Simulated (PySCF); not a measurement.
**Correlation energy of Cl³⁺ (chlorine, charge +3)**

[Ne] 3s2 3p2, high-spin 3P determinant. Computed with PySCF 2.14 in ANO-RCC-VTZP (5s4p2d1f, 34 functions), with scalar relativity by spin-free X2C-1e. Frozen: 1s2; 12 electrons correlated.

```csv
level,correlation energy (mhartree)
CCSD,-113.46
(T),-2.36
CCSD(T),-115.82
```

Diagnostics: T1 = 0.0043, D1 = 0.0194, largest double amplitude 0.101.

Cost of the coupled-cluster step: roughly 0.6 core-seconds, for 12 correlated electrons.
